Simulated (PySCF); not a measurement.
Ionisation energy of Eu by level of theory

Eu [Xe] 4f7 6s2 (8S) → Eu⁺ [Xe] 4f7 6s1 (9S), as a difference of total energies. Computed with PySCF 2.14 in cc-pVDZ-X2C (8s7p5d3f1g, 84 functions), with scalar relativity by spin-free X2C-1e. Correlated levels: valence: [Kr] 4d10 frozen. The calculations carry no spin-orbit coupling.

Order these methods by the ionisation energy they give, lowest first.
A. CCSD (valence)
B. MP2 (valence)
C. CCSD(T) (valence)
D. UHF

D (4.635 eV), A (5.500 eV), B (5.531 eV), C (5.590 eV).

Errors of the correlated levels include the incompleteness of this basis and the frozen core.

For comparison: 5.670 eV (measured; NIST Atomic Spectra Database, ionization energies).
